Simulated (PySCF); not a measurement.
**Working out the ionisation energy of P²⁺**

P²⁺ [Ne] 3s2 3p1 (2P) → P³⁺ [Ne] 3s2 (1S). Calculation: PySCF 2.14, in x2c-TZVPPall with one added diffuse shell each of s, p, d type (6s6p4d1f, 51 functions); scalar relativity by spin-free X2C-1e. Frozen: [Ne]. Energies in hartree (1 hartree = 27.21139 eV):

```csv
part,P²⁺ (lower),P³⁺ (upper)
UHF,-340.458913,-339.371692
CCSD correlation,-0.064594,-0.049227
(T),-0.001037,0.000000
```

Problem. What does Hartree-Fock give?

Solution. (-339.371692) − (-340.458913) = 1.087221 hartree = 29.585 eV.

Problem. What do CCSD and CCSD(T) give?

Solution. The CCSD correlation energies differ by 0.015367 hartree = 0.418 eV and the triples by 0.001037 hartree = 0.028 eV, so CCSD gives 30.003 eV and CCSD(T) 30.031 eV.

A first-order spin-orbit estimate adds 0.042 eV to CCSD(T) (valence), giving 30.073 eV against 30.203 eV (measured; NIST Atomic Spectra Database, ionization energies).

What remains against the reference includes basis incompleteness, the frozen core and higher excitations.
